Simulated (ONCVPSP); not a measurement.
## Transferability test, ONCV potential for B (Z = 5)

* Element: B
* Generator: ONCVPSP 4.0.1
* Type: optimised norm-conserving Vanderbilt (ONCV)
* Functional: PBEsol
* Relativity: scalar-relativistic
* Frozen core: none
* Valence charge: 5
* Reference configuration: 1s2 2s2 2p1
* Partial waves: 1s+2s: rc 0.75 bohr, ncon 4, nbas 7, qcut 17.3 1/bohr, 3 projectors, debl 2.9 Ha; 2p: rc 4.00 bohr, ncon 3, nbas 6, qcut 2.8 1/bohr, 1 projector; d scattering state at 0.4 Ha: rc 4.20 bohr, ncon 5, nbas 8, qcut 2.1 1/bohr, 2 projectors, debl 1.1 Ha
* Local potential: polynomial inside 0.65 bohr (lpopt 5, dvloc0 4 Ha)
* Core correction: none

Energies are relative to the spin-unpolarised reference configuration 1s2 2s2 2p1; without spin polarisation the order of configurations can differ from experiment. Not all tests gave a result: 1 of 4 tests not solved or not reliable.

```csv
valence configuration,charge,ΔE all-electron (eV),error AE − PS (meV)
1s2 2s2 2p0,+1,8.139,+384
1s2 2s1 2p0,+2,33.401,+1045
1s2 2s1 2p1,+1,14.264,-133
```

Levels in the configuration 1s2 2s1 2p0:

```csv
level,all-electron (eV),pseudo (eV)
1s,-210.020,-207.491
2s,-31.279,-30.542
```

Note: no bound ghost flagged; GHOST(+) flagged for p at 17.1 eV, d at 571.3 eV.
